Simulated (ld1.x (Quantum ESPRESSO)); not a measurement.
# Ag: from the effect back to the setting (TM)

Base potential:

```json
{
  "Element": "Ag",
  "Generator": "ld1.x (Quantum ESPRESSO) 7.5",
  "Type": "norm-conserving Troullier–Martins (Kleinman–Bylander form)",
  "Functional": "Wu–Cohen",
  "Relativity": "scalar-relativistic",
  "Frozen core": "[Ar] 3d10",
  "Valence charge": "19",
  "Reference configuration": "4s2 4p6 4d10 5s1 5p0",
  "Partial waves": "4p (bound): rc 1.50 bohr; 4d (bound): rc 1.70 bohr; 4s (bound): rc 1.30 bohr",
  "Local potential": "the s channel",
  "Core correction": "none"
}
```

Occupied shells without a wave of their own: 5s. They enter only through the test configuration that unscreens the potential.

Cutoffs, loose and tight: the cutoffs (Ry, on a coarse ladder) from which the occupation-weighted sum of valence levels, in a spherical-Bessel basis at the reference potential, stays within 10 and 1 mRy of its value at 400 Ry. They do not see the model core or the augmentation charge, which bear on the density cutoff. Test errors are all-electron minus pseudo excitation energies from the reference, over the configurations 4s2 4p6 4d10 5s0 5p0; 4s2 4p6 4d9 5s0 5p0; 4s2 4p6 4d8 5s0 5p0; 4s2 4p6 4d10 5s0 5p1; 4s2 4p6 4d9 5s2 5p0; 4s2 4p6 4d7 5s0 5p0; 4s2 4p6 4d9 5s1 5p1; variants that change the core or the reference have their own tests. The largest error is taken over the tests solved by every variant that gives reliable tests at all, those not shown here included: 4s2 4p6 4d10 5s0 5p0; 4s2 4p6 4d10 5s0 5p1; 4s2 4p6 4d7 5s0 5p0; 4s2 4p6 4d8 5s0 5p0; 4s2 4p6 4d9 5s0 5p0.

Only the scale of all radii (base = 1) is moved (2 further runs of the sweep failed or gave no value and are left out):

```
scale of all radii (base = 1)  bound ghosts  largest test error (meV)  median size of the test errors
                         0.75          none                      -310                       121.1 meV
                         0.99          none                     -2105                       810.6 meV
                         1.09          none                     -4098                      1621.7 meV
                         1.16          none                     -6928                      2659.5 meV
```

**Question.** One more run gave bound ghosts: none; largest test error (meV): -683; median size of the test errors: 260.9 meV. Which value of the scale of all radii (base = 1) was used?

**Answer.** 0.84. The median size of the test errors moves one way along this sweep, from 121.1 meV at 0.75 to 2659.5 meV at 1.16, which places the run between 0.75 and 0.99.
